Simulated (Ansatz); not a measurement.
Consider the formal exchange of groups at the Si–N bond: `CN[SiH](C)S` + `CCl` → `C[SiH](S)CCl` + CH₃NH₂.

Computed with Ansatz on PBE0-D4/def2-TZVP structures; ΔE is electronic, products minus reactants. CCSD(T)/CBS is the MP2 limit (def2-TZVPP, def2-QZVPP) plus CCSD(T) − MP2 in def2-TZVPP, frozen cores. This one scheme is used for every species. Functionals use def2-TZVPP. Each species was taken in one conformer, which may not be the lowest.

`CN[SiH](C)S`:

```xyz
14

C     1.271   -0.053    1.588
N     0.918   -0.708    0.349
Si   -0.095   -0.076   -0.875
C    -1.496    0.869   -0.094
S    -0.729   -1.808   -1.971
H     2.184    0.553    1.518
H     1.413   -0.783    2.390
H     0.462    0.610    1.901
H     1.566   -1.429    0.072
H     0.560    0.814   -1.883
H    -2.206    1.171   -0.868
H    -2.027    0.255    0.636
H    -1.141    1.777    0.402
H    -0.681   -1.193   -3.163
```

`CCl`:

```xyz
5

C    -0.033   -0.017    0.141
Cl    0.365    0.192   -1.574
H    -1.003   -0.503    0.216
H    -0.064    0.962    0.613
H     0.734   -0.634    0.604
```

`C[SiH](S)CCl`:

Z-matrix (Å, degrees):
```
C
Si 1 1.864
H 1 1.092 2 111.1
H 1 1.092 2 110.6 3 -120.1
H 1 1.093 2 110.6 3 120.4
S 2 2.135 1 107.1 3 59.3
C 2 1.886 1 110.5 3 -60.3
H 2 1.486 1 111.3 3 -179.1
H 6 1.345 2 93.6 1 -174.4
Cl 7 1.786 2 110.0 1 179.7
H 7 1.090 2 111.8 1 60.3
H 7 1.092 2 111.4 1 -61.6
```

CH₃NH₂:

Z-matrix (Å, degrees):
```
C
N 1 1.453
H 1 1.092 2 109.4
H 1 1.100 2 115.4 3 -121.6
H 1 1.092 2 109.4 3 116.8
H 2 1.012 1 110.6 3 62.6
H 2 1.012 1 110.6 3 -179.3
```

(1) Is it downhill or uphill in electronic energy at CCSD(T)/CBS, and by how much? (An estimate is asked.)

(2) What do these levels give: PBE0-D4, B2PLYP, PBE, MP2/def2-TZVPP, SCS-MP2/def2-TZVPP, MP2/CBS(def2)? (Estimate.)

Largest T1 diagnostic among the species: 0.010.

Answers

(1) Computed: Uphill: ΔE = +58.7 kJ/mol.

(2) Computed: PBE0-D4 56.3, B2PLYP 62.1, PBE 54.0, MP2/def2-TZVPP 60.1, SCS-MP2/def2-TZVPP 61.8, MP2/CBS(def2) 59.5 kJ/mol.

In def2-TZVPP, CCSD(T) changes the Hartree–Fock value by −10.6 kJ/mol (the triples alone add −1.8 kJ/mol) and MP2 by −9.8 kJ/mol.
